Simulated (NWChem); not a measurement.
Species: C2H6BF; SMILES CB(C)F

All runs: NWChem. Coordinates come from a B3LYP/6-31G* (spherical d) optimisation. B3LYP is NWChem's, with the RPA form of VWN correlation. Ions are spin-unrestricted doublets at the neutral geometry; other ion states weren't tried.

```json
[
 {"level": "B3LYP/def2-SVP", "vertical ionisation energy, ΔSCF (eV)": "[?]", "−ε(HOMO) (eV)": "[?]", "ΔSCF minus −ε(HOMO) (eV)": "[?]"},
 {"level": "PBE/def2-SVP", "vertical ionisation energy, ΔSCF (eV)": "10.58", "−ε(HOMO) (eV)": "7.03", "ΔSCF minus −ε(HOMO) (eV)": "3.55"},
 {"level": "PBE0/def2-SVP", "vertical ionisation energy, ΔSCF (eV)": "11.00", "−ε(HOMO) (eV)": "8.62", "ΔSCF minus −ε(HOMO) (eV)": "2.38"},
 {"level": "Hartree-Fock/def2-SVP", "vertical ionisation energy, ΔSCF (eV)": "10.94", "−ε(HOMO) (eV)": "12.41", "ΔSCF minus −ε(HOMO) (eV)": "-1.47"},
 {"level": "M06-2X/def2-SVP", "vertical ionisation energy, ΔSCF (eV)": "11.24", "−ε(HOMO) (eV)": "9.99", "ΔSCF minus −ε(HOMO) (eV)": "1.25"}
]
```

Q: Complete the blanks.

A: 
- B3LYP/def2-SVP, vertical ionisation energy, ΔSCF (eV): 10.99
- B3LYP/def2-SVP, −ε(HOMO) (eV): 8.37
- B3LYP/def2-SVP, ΔSCF minus −ε(HOMO) (eV): 2.62
